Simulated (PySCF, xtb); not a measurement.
Al(Cl)(F)(NHMe) (CH4AlClFN), SMILES C[NH][Al]([F])[Cl].

GFN2-xTB (xtb) at its own geometry gives an orbital gap of 3.22 eV and a dipole moment of 2.44 D.

Geometry optimised at PBE0-D3(BJ)/def2-SVP. The structure was generated by enumeration; whether it is a known compound was not checked. One conformer was computed; it need not be the lowest.

Question: What does B3LYP/def2-TZVP in PySCF give? (The exact figures need the calculation; the answer reports its results.)

Answer: gap 6.12 eV (levels -7.04 and -0.92 eV), dipole 2.48 D.
